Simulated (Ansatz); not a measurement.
Basis-set series for C₃H₉BO₂ (`CC(C)B(O)O`). Total charge 0; spin multiplicity 1. Geometry: relaxed with PBE0-D4/def2-TZVP. It is one conformer, not always the lowest.

```xyz
15

C    -1.5415   -0.1669   -0.4581
C    -0.0836   -0.5352   -0.1618
C     0.0593   -1.1242    1.2358
B     0.8473    0.7098   -0.4247
O     1.4899    1.3017    0.6288
O     0.9567    1.1595   -1.7149
H    -2.1930   -1.0393   -0.3508
H    -1.9029    0.5956    0.2395
H    -1.6613    0.2224   -1.4713
H     0.2102   -1.2977   -0.8963
H     1.0869   -1.4298    1.4456
H    -0.2218   -0.3941    1.9995
H    -0.5847   -2.0001    1.3601
H     2.0304    2.0642    0.4107
H     1.5081    1.9343   -1.8422
```

| functional | basis | functions | energy (Eh) | HOMO (eV) | LUMO (eV) |
| --- | --- | --- | --- | --- | --- |
| PBE0-D4 | def2-SVP | 129 | -294.60155 | -8.15 | 1.02 |
| PBE0-D4 | def2-QZVPP | 612 | -294.95586 | -8.31 | -0.16 |
| ωB97M-V | def2-SVP | 129 | -294.79850 | -10.44 | 2.65 |
| ωB97M-V | def2-QZVPP | 612 | -295.16537 | -10.61 | 0.88 |

(1) Give the rows for def2-TZVPP. (Estimate.)

## Answers

(1) Ansatz gave: 
```
functional       basis  functions  energy (Eh)  HOMO (eV)  LUMO (eV)
   PBE0-D4  def2-TZVPP        312   -294.93890      -8.29       0.30
   ωB97M-V  def2-TZVPP        312   -295.14899     -10.59       1.67
```

Positive LUMOs are unbound and depend on the basis.
